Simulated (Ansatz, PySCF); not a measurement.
Se(Me)(OMe) (C₂H₆OSe), SMILES CO[Se]C.

Geometry optimised at B3LYP-D3(BJ)/def2-SVP. One conformer was computed; it need not be the lowest.

Vertical ionisation energy (IE) and electron affinity (EA) in eV. Rows of orbital energies are one-electron estimates. Where ΔSCF, EOM or ADC give a negative EA the extra electron is unbound and the value depends on the basis.

```
level                                                                       IE     EA
------------------------------------------------------------------------  ----  -----
−ε(HOMO), −ε(LUMO), r2SCAN/def2-TZVP (PySCF)                              5.36   1.65
−ε(HOMO), −ε(LUMO), PBE/def2-TZVP (PySCF)                                 5.12   1.85
ΔSCF, CAM-B3LYP/def2-SVPD (Ansatz), final states of multiplicity 2 and 2   ___    ___
ΔSCF, PBE/def2-SVPD (Ansatz), final states of multiplicity 2 and 2        8.49  -0.57
```

Question: Complete the blanks. (The exact figures need the calculation; the answer reports its results.)

Answer: 
- ΔSCF, CAM-B3LYP/def2-SVPD (Ansatz, an electronic-structure program), final states of multiplicity 2 and 2, IE: 8.74
- ΔSCF, CAM-B3LYP/def2-SVPD (Ansatz), final states of multiplicity 2 and 2, EA: -0.75

Question: What vertical singlet–triplet gap does ΔSCF give with CAM-B3LYP/def2-SVPD (Ansatz) and with PBE/def2-SVPD (Ansatz)? (An estimate is asked for; the answer gives what the named calculation found.)

Answer: 3.12 and 2.95 eV (triplet above singlet where positive).
